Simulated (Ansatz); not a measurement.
Geometry optimisation, RKS PBE0-D4/6-31G* in Ansatz.

The input (input.yaml):

```yaml
crystal:
  periodic: [false, false, false]
  atoms:
    - { symbol: Si, position_ang: [-0.395099, -0.171218, -0.406154] }
    - { symbol: Cl, position_ang: [0.063131, 0.80376, 2.755267] }
    - { symbol: H, position_ang: [0.856995, -0.643777, 0.21077] }
    - { symbol: F, position_ang: [-0.353839, 1.424618, -0.577291] }
    - { symbol: H, position_ang: [-0.620387, -0.739984, -1.761902] }
    - { symbol: O, position_ang: [-1.669504, -0.637769, 0.567678] }
    - { symbol: H, position_ang: [-2.512147, -0.721894, 0.104311] }
    - { symbol: H, position_ang: [-1.08915, 0.179964, 2.532222] }
basis:
  gaussian: { orbitals: "6-31G*" }
hamiltonian:
  xc: pbe0
  dispersion: d4
relax:
  f_tol: 0.03
  max_steps: 50
```

Run as:

```bash
$ ansatz run input.yaml --threads 1 --pin off --max-ram 2048MiB --backend cpu --events-out ev --progress --plain --runs-dir out
```

Q: Where does it end, and by what steps?

A: The run converged. The force dipped under the threshold on the way, but the program's further checks kept it going. After 14 steps the energy has fallen by 0.195 eV; Cl2 moved furthest, 1.14 Å.

```json
{"step": "0", "energy less start (eV)": "0.0000", "largest force component (eV/Å)": "0.981", "accepted": "yes"}
{"step": "1", "energy less start (eV)": "-0.0503", "largest force component (eV/Å)": "1.021", "accepted": "yes"}
{"step": "2", "energy less start (eV)": "-0.0994", "largest force component (eV/Å)": "0.623", "accepted": "yes"}
{"step": "3", "energy less start (eV)": "-0.1403", "largest force component (eV/Å)": "0.456", "accepted": "yes"}
{"step": "4", "energy less start (eV)": "-0.1538", "largest force component (eV/Å)": "0.660", "accepted": "yes"}
{"step": "5", "energy less start (eV)": "-0.1805", "largest force component (eV/Å)": "0.205", "accepted": "yes"}
{"step": "6", "energy less start (eV)": "-0.1844", "largest force component (eV/Å)": "0.169", "accepted": "yes"}
{"step": "7", "energy less start (eV)": "-0.1905", "largest force component (eV/Å)": "0.071", "accepted": "yes"}
{"step": "8", "energy less start (eV)": "-0.1892", "largest force component (eV/Å)": "0.316", "accepted": "no"}
{"step": "9", "energy less start (eV)": "-0.1916", "largest force component (eV/Å)": "0.010", "accepted": "yes"}
{"step": "10", "energy less start (eV)": "-0.1931", "largest force component (eV/Å)": "0.111", "accepted": "yes"}
{"step": "11", "energy less start (eV)": "-0.1940", "largest force component (eV/Å)": "0.035", "accepted": "yes"}
{"step": "12", "energy less start (eV)": "-0.1946", "largest force component (eV/Å)": "0.037", "accepted": "yes"}
{"step": "13", "energy less start (eV)": "-0.1948", "largest force component (eV/Å)": "0.056", "accepted": "yes"}
{"step": "14", "energy less start (eV)": "-0.1949", "largest force component (eV/Å)": "0.021", "accepted": "yes"}
```

```xyz
8
Properties=species:S:1:pos:R:3
Si -0.348 -0.166 -0.634
Cl -0.553 0.334 3.595
H 0.989 -0.402 -0.056
F -0.406 1.290 -1.300
H -0.748 -1.143 -1.677
O -1.391 -0.255 0.657
H -2.338 -0.251 0.472
H -0.925 0.086 2.368
```

Whether the end is a true minimum wasn't checked by a vibrational analysis.

The run took 53 s on 1 thread of Arm Neoverse V1, with other jobs on the host, peak memory 0.17 GiB.
